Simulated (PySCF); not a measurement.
**[Er(SH)2]+ at several levels of theory**

Computed with PySCF 2.14.0 (density fitting, no spin-orbit coupling) at the geometry relaxed with PBE0:

```xyz
5
[Er(SH)2]+ (singlet in the valence; each metal's 4f electrons, 11 of them, lie in its core potential, out of spins and levels)
Er    0.0000    0.0000   -0.7363
S     1.8637   -0.0908    0.8569
H     2.8518   -0.2277   -0.0664
S    -1.8637    0.0908    0.8569
H    -2.8518    0.2277   -0.0664
```

```
level                                                 basis    state  HOMO (eV)  gap (eV)  charge on Er1 (e)  population of f-type functions on Er1 (polarisation alone where 4f lies in the core)  dipole about the centre of mass (D)  largest force component (eV/Å)
 PBE0     Er lcecp-1-SVP with ECP57, S def2-SVP, H def2-SVP  singlet     -12.19      4.55               1.08                                                                                  0.02                                 7.28                            0.01
 PBE0  Er lcecp-1-TZVP with ECP57, S def2-TZVP, H def2-TZVP  singlet     -12.12      4.57               1.38                                                                                  0.03                                 6.92                            0.19
```

In the lcecp rows the 4f levels are missing from HOMO and gap, and the state counts the valence alone.

Charges are Mulliken's, which hang on the basis. The relaxation used the grid (50, 194), these runs (75, 302) or, all-electron (x2c bases, spin-free X2C Hamiltonian), (99, 590).

A further run in the first row's basis gives HOMO (eV) -11.07, gap (eV) 2.84, charge on Er1 (e) 0.99, population of f-type functions on Er1 (polarisation alone where 4f lies in the core) 0.02, dipole about the centre of mass (D) 6.60, largest force component (eV/Å) 0.41. Which level was it?
A. HF
B. revPBE

B. The others give HOMO -14.54 eV (HF).

In the first row's basis the gap widens with exact exchange: 2.8 eV for revPBE (none); 4.6 eV for PBE0 (a fixed share); 9.0 eV for Hartree–Fock (rising or full at long range).

An lcecp potential fixes the number of 4f electrons, so in runs with it no electron can move into or out of that shell.
